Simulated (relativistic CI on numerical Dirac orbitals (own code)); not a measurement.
Computed by Dirac-Coulomb-Breit CI, KLI orbitals optimised for each configuration, a model potential for QED, unscaled Slater integrals (own radial code, finite nucleus).

CI space (outside the closed core [Kr]): 4d10 4f12 5s2, 4d10 4f14, 4d10 4f13 5s, 4d10 4f12 5s 5p, 4d10 4f11 5s2 5p, 4d10 4f13 5p, 4d10 4f11 5s 5p2, 4d10 4f12 5s 5d, 4d10 4f13 5d, 4d10 4f11 5s2 5d, 4d10 4f12 5s 5f, 4d10 4f12 5p 5d, 4d10 4f13 6s, 4d10 4f10 5s2 5p 6s, 4d9 4f13 5s2, 4d10 4f12 5s 5g, 4d10 4f11 5s2 6s, 4d10 4f13 5f, 4d10 4f12 5p 6s, 4d10 4f12 5s 6s, 4d10 4f13 5g, 4d10 4f12 5s 6p, 4d10 4f11 5s2 6d, 4d10 4f11 5s2 7s, 4d10 4f11 5s 6s2, 4d10 4f12 5s 7s, 4d10 4f12 5s 7p, 4d10 4f12 6s2, 4d10 4f11 5p 6s2, 4d10 4f11 5d 6s2. Double excitations out of closed p, d and f shells are left out; levels of such configurations are missing from the list, as are those of other unlisted configurations, and high levels can miss mixing partners.

At this charge transitions that keep the count of f electrons are usually good to a few per cent. Terms inside the open d or f shell come out 10 to 20 % too wide with unscaled integrals. Levels and lines within the n = 5 or 6 shells can be off by up to 10 % or somewhat more, and those that change n by about 2 %, since core polarisation is missing. Levels that differ in their count of f electrons can be misplaced by several ten thousand cm⁻¹, since the correlation energy of f electrons is missing or only estimated; rates across such gaps can be off by orders of magnitude.

Outline of the computed level scheme of W XV. Lowest level of each configuration: 4d10 4f12 5s2 3H_6 at 0.0000 eV; 4d10 4f11 5s2 5p 5H_7 at 15.8387 eV; 4d10 4f13 5s 3F°_4 at 16.7512 eV.

LS names give the leading component of a level, which can be under half, so a name can repeat, a term be missing and a line seem to break the LS rules.
